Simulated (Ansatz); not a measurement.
CH2OSSe (`OC(=S)[SeH]`), 6 atoms. The species carries charge 0 and has multiplicity 1. Correlated methods include outer-core shells of Se, which these sets cover unevenly. Scalar relativity is left out up to krypton. All runs use 2 threads of an Arm Neoverse V1 on a shared host. Correlated methods freeze the cores.

Q: How many basis functions does each run have, and how long does it take in Ansatz? RKS PBE0-D4/def2-TZVPP energy; RKS ωB97M-V/def2-SVP energy; RKS r2SCAN-D4/def2-TZVPP energy and forces; RHF-CCSD(T)/def2-TZVPP energy; RHF-MP2/def2-QZVPP energy; direct RPA on PBE orbitals/def2-TZVPP energy; RKS PBE0-D4/def2-TZVP relaxation (7 steps); RKS ωB97M-V/def2-QZVPP energy; RKS PBE0-D4/def2-SVP energy; RKS PBE0-D4/def2-QZVPP energy; RKS B97M-V/def2-TZVPP energy; RKS BHLYP-D4/def2-TZVPP energy. (Best estimate.)

A: The calculation gave: Other jobs shared the machine, so times are rough.

```
                                level                   job  functions  wall time  peak host memory (GiB)
                 RKS PBE0-D4/def2-SVP                energy         88      1.5 s                    0.17
               RKS PBE0-D4/def2-TZVPP                energy        180      3.6 s                    0.44
              RKS BHLYP-D4/def2-TZVPP                energy        180      3.9 s                    0.46
direct RPA on PBE orbitals/def2-TZVPP                energy        180      5.5 s                    0.33
                 RKS ωB97M-V/def2-SVP                energy         88      6.5 s                    0.25
             RKS r2SCAN-D4/def2-TZVPP     energy and forces        180        7 s                    0.23
               RKS PBE0-D4/def2-QZVPP                energy        333      9.5 s                       1
                RKS B97M-V/def2-TZVPP                energy        180       10 s                    0.27
                   RHF-MP2/def2-QZVPP                energy        333       21 s                     1.3
               RKS ωB97M-V/def2-QZVPP                energy        333       22 s                     1.2
                RKS PBE0-D4/def2-TZVP  relaxation (7 steps)        159       33 s                    0.39
               RHF-CCSD(T)/def2-TZVPP                energy        180       84 s                     1.8
```
